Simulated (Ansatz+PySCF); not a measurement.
The numbers below are computed, except where a source is named.
## Ansatz (development build ahead of 0.2.0) run

```yaml
crystal:
  periodic: [false, false, false]
  atoms:
    - { symbol: Be, position_ang: [0.0, 0.0, 0.0] }
    - { symbol: F, position_ang: [0.8687, 1.15826, 2.50771] }
basis:
  gaussian: { orbitals: STO-3G }
magnetization:
  initial_magnetization: 1
hamiltonian:
  xc: hf
correlation:
  method: ccsd_t
  frozen_orbitals: { Be: 0, F: 1 }
scf:
  omitted_lower_state_checks: [stability, starts, atomic_configurations, cluster_reference, orbital_swaps, given_window_search, neighbouring_geometries, increment]
```

The input is written out in the form of the current development build from the run's settings. Correlation on restricted open-shell orbitals is semicanonical, with singles.

Output:

```
Converged                                                          : yes
Reference energy                                                   : -112.33916 hartree
CCSD correlation energy                                            : -0.05189 hartree
Triples correction                                                 : 0.00000 hartree
Total energy                                                       : -112.39105 hartree
Spin squared of the determinant                                    : 0.750
T1 diagnostic                                                      : 0.002
Largest doubles amplitude                                          : 0.20
Occupied orbitals by symmetry in an Abelian subgroup (alpha; beta) : 5 A1 1 B1 1 B2; 5 A1 1 B2
```
